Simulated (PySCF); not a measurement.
**TeCl₂: one-bond stretch**

Level of theory: PySCF, r2SCAN, basis Te def2-TZVP with ECP28, Cl def2-TZVP (scalar-relativistic core potentials, no spin–orbit coupling, density fitting).

Rigid scan from the singlet minimum (Te–Cl 2.331 Å (×2); Cl–Te–Cl 99.5°). Coordinate: the bond from Te to the last atom (Cl) scaled, the rest fixed. Energies in kJ/mol from the minimum.

```tsv
scale of one bond	E (kJ/mol)	dipole size (D)
0.92	31.6	1.68
0.96	6.8	1.73
1.00	0.0	1.88
1.05	7.8	2.16
1.12	35.8	2.64
1.20	78.3	3.21
1.35	159.5	4.14
1.55	243.3	–
1.80	349.8	–
2.20	359.1	–
```

At long bonds a restricted determinant can lie too high, and another spin state can fall below this curve.

Other isomers or separated fragments may lie lower.

The scan took of the order of 6 core-minutes on a shared host.
